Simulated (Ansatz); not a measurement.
`N[Si](O)(Cl)[SbH2]` → `N[Si]Cl` + `[OH][SbH2]` at 700 K and 1 bar (silylene formation by 1,1-elimination).

Computed with Ansatz on PBE0-D4/def2-TZVP structures; ΔE is electronic, products minus reactants. CBS: MP2 limit from def2 TZ/QZ plus the TZ coupled-cluster correction, frozen cores. This one scheme is used for every species. def2 core potentials past Kr. For Sb outer-core shells are correlated without core-valence functions, which leaves a few kJ/mol of doubt a bond. One conformer a species, not always the lowest.

```json
{"species": "`N[Si](O)(Cl)[SbH2]`", "CCSD(T)/CBS energy (Eh)": "-1121.90109", "H − E (kJ/mol)": "239.7", "S (J/(mol·K))": "531.1"}
{"species": "`N[Si]Cl`", "CCSD(T)/CBS energy (Eh)": "-804.81589", "H − E (kJ/mol)": "116.1", "S (J/(mol·K))": "343.7"}
{"species": "`[OH][SbH2]`", "CCSD(T)/CBS energy (Eh)": "-316.98030", "H − E (kJ/mol)": "111.4", "S (J/(mol·K))": "336.4"}
```

H − E and S are ideal-gas, rigid-rotor, harmonic terms from PBE0-D4/def2-TZVP, for one conformer and one mirror image of each species. 1 Eh = 2625.50 kJ/mol, R = 8.31446 J/(mol·K).

**Question.** By hand: ΔE, ΔH, ΔS and ΔG.

**Answer.** ΔE = (-804.81589) + (-316.98030) − (-1121.90109) = 0.10490 Eh = 275.4 kJ/mol. Δ(H − E) = 116.1 + 111.4 − 239.7 = -12.2, so ΔH = 263.2 kJ/mol. ΔS = 343.7 + 336.4 − 531.1 = 149.0 J/(mol·K). ΔG = 263.2 − 700 × (149.0)/1000 = 158.9 kJ/mol.

**Question.** By hand: the equilibrium constant, and the temperature at which ΔG would vanish if ΔH and ΔS stayed fixed.

**Answer.** log₁₀ K = −ΔG/(RT ln 10) = -11.9. ΔG = 0 at ΔH/ΔS = 1766 K.

The number of gas molecules changes by +1, which sets the sign of ΔS. A doubt of 5 kJ/mol in ΔE shifts log₁₀ K by 0.4 here. Other conformers and mirror images would add mixing entropy, several J/(mol·K) or more a flexible species. These are equilibria of isolated gas molecules and say nothing of rates. Largest T1 diagnostic: 0.014 (customary marks: 0.02 for closed shells, 0.045 for open ones).
